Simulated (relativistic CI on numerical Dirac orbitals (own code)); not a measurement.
Bi: q coefficients and field-shift factors

Computed by Dirac-Coulomb-Breit CI, separate exchange-only KLI orbitals for each configuration, valence Slater integrals scaled by 0.85, P86 correlation energy added to each configuration, derivatives by finite differences, QED left out (own radial code, finite nucleus).

CI space (outside the closed core [Xe] 4f14 5d10): 6s²6p³, 6s²6p²7s, 6s²6p²7p, 6s²6p²6d, 6s²6p²8s, 6s²6p²7d, 6s6p⁴, 6s²6p²5f. Levels of other configurations are missing.

With x = (α/α₀)² − 1 an excitation energy changes as ω = ω₀ + qx; K = 2q/ω₀ is the relative enhancement. Terms are leading LS components, so labels can repeat. The field-shift factor is F = δν/δ⟨r²⟩ for the transition from the lowest level.

Lowest level 6s²6p³ ⁴S°3/2.

| Level | ω₀ (cm⁻¹) | q (cm⁻¹) | K | F (GHz/fm²) |
| --- | --- | --- | --- | --- |
| 6s²6p³ ²D°3/2 | 11997.3 | 13050 | 2.18 | -2.56 |
| 6s²6p³ ²D°5/2 | 16503.9 | 15930 | 1.93 | -2.99 |
| 6s²6p³ ²P°1/2 | 22989.4 | 15670 | 1.36 | -2.18 |
| 6s²6p²7s ⁴P1/2 | 33042.4 | -15590 | -0.943 | 27.9 |
| 6s²6p³ ²P°3/2 | 35017.4 | 37830 | 2.16 | -7.67 |
| 6s²6p²7p ⁴D°1/2 | 41326.8 | -14430 | -0.698 | 19.2 |
| 6s²6p²7p ⁴D°3/2 | 42808.5 | -12950 | -0.605 | 18.6 |
| 6s²6p²6d ⁴F3/2 | 44398.3 | -11340 | -0.511 | 18.7 |
| 6s²6p²6d ⁴D5/2 | 45136.1 | -12130 | -0.537 | 17.9 |
| 6s²6p²7s ⁴P3/2 | 45276.6 | 4941 | 0.218 | 24.3 |
| 6s²6p²7s ²P1/2 | 46527.7 | 2304 | 0.099 | 21.9 |
| 6s²6p²8s ⁴P1/2 | 48044.5 | -10170 | -0.423 | 21.1 |
| 6s²6p²7s ⁴P5/2 | 49448.7 | 6053 | 0.245 | 24.5 |
| 6s²6p²7s ²D3/2 | 50585.5 | 1311 | 0.0518 | 21.3 |
| 6s²6p²7d ⁴D5/2 | 51819.7 | -12060 | -0.466 | 18.2 |
| 6s²6p²7d ⁴F3/2 | 51852.1 | -7451 | -0.287 | 18.5 |
| 6s²6p²5f ⁴G°5/2 | 51869.4 | -13490 | -0.52 | 19.4 |
| 6s²6p²5f ²F°7/2 | 51874.1 | -13500 | -0.52 | 19.4 |
| 6s²6p²7p ²S°1/2 | 54031.9 | 7508 | 0.278 | 13.8 |
| 6s²6p²7p ⁴D°3/2 | 54698.9 | 7464 | 0.273 | 13.8 |
| 6s²6p²7p ⁴D°5/2 | 55390.9 | 8735 | 0.315 | 13.3 |
| 6s²6p²7p ²D°3/2 | 55958.7 | 8752 | 0.313 | 13.2 |
| 6s²6p²7p ⁴P°1/2 | 56124.2 | 8772 | 0.313 | 13.3 |

Correlation outside the listed configurations is missing or only estimated: errors of thousands of cm⁻¹ between configurations and terms are usual at this charge. Rates and lifetimes follow the computed energies and can be off by large factors. The fine structure of a lone outer electron comes out too small, for d and f at times inverted, and misplaced configurations move strength between like terms.
